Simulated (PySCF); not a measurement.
# Two-dimensional NMR puzzle

Compound of formula C$_{9}$H$_{7}$N. Correlations simulated from computed shifts and the bond graph:

HSQC (one-bond C–H):
| δH | δC |
| --- | --- |
| 7.93 | 128.4 |
| 7.72 | 140.0 |
| 7.58 | 137.1 |
| 7.41 | 141.3 |
| 7.38 | 133.1 |
| 6.36 | 124.7 |
| 5.88 | 124.7 |

COSY cross peaks (H two or three bonds apart, from the bond graph; peaks can be absent where the dihedral angle is near 90°):
| δH | δH |
| --- | --- |
| 7.93 | 7.58 |
| 7.72 | 7.38 |
| 7.58 | 7.38 |
| 7.41 | 6.36 |
| 7.41 | 5.88 |
| 6.36 | 5.88 |

HMBC (two and three bonds, from the bond graph):
| δH | δC |
| --- | --- |
| 7.93 | 145.5, 141.3, 137.1, 133.1, 116.6 |
| 7.72 | 145.5, 137.1, 133.1, 123.0, 116.6 |
| 7.58 | 145.5, 140.0, 133.1, 128.4 |
| 7.41 | 145.5, 128.4, 124.7, 116.6 |
| 7.38 | 140.0, 137.1, 128.4, 116.6 |
| 6.36 | 145.5, 141.3 |
| 5.88 | 145.5, 141.3 |

Carbons without hydrogens: δ 145.5, 123.0, 116.6.

Computational details: PBE0-D3(BJ)/def2-SVP structure, shieldings: GIAO PBE0/pcSseg-1, in PySCF 2.14 (a single conformation, no solvent, no relativistic terms).

Scale: $^{1}$H (σref 31.27) and $^{13}$C (σref 184.41) against TMS (reference shieldings calculated alike).

Exchangeable hydrogens are left out of these lists.

Which molecule is this?

Results:

`C=Cc1ccccc1C#N`.

Atoms are numbered as in `[CH2:1]=[CH:2][c:3]1[cH:4][cH:5][cH:6][cH:7][c:8]1[C:9]#[N:10]`. Each H is labelled by its parent atom. Ha(C1) is cis to C3; Hb(C1) is trans to C3.

1. δC 145.5 is C3, a substituted aromatic carbon.
2. δC 141.3 is C2, an alkene CH (δH 7.41).
3. δC 140.0 is C7, an aromatic CH (δH 7.72).
4. δC 137.1 is C5, an aromatic CH (δH 7.58).
5. δC 133.1 is C6, an aromatic CH (δH 7.38).
6. δC 128.4 is C4, an aromatic CH (δH 7.93).
7. δC 124.7 is C1, a terminal =CH2 carbon (δH 6.36, 5.88).
8. δC 123.0 is C9, a nitrile carbon.
9. δC 116.6 is C8, a substituted aromatic carbon.
10. HMBC from δH 7.93 reaches the proton-free carbons C3, C8.
11. HMBC from δH 7.72 reaches the proton-free carbons C3, C9, C8.
12. HMBC from δH 7.58 reaches the proton-free carbon C3.
13. HMBC from δH 7.41 reaches the proton-free carbons C3, C8.
14. COSY links 7.93–7.58, 7.72–7.38, 7.58–7.38, 7.41–6.36, 7.41–5.88, 6.36–5.88.

The data come from this structure; uniqueness wasn't tested.

Shifts are as computed. Against solution values, carbons near 30 ppm lie about +2 ppm off and those near 130 ppm about +5 ppm. Of 1211 compounds with measured shifts, 218 miss one by over three times the rms of a fit or turn the order of signals round; such compounds aren't used in these exercises.
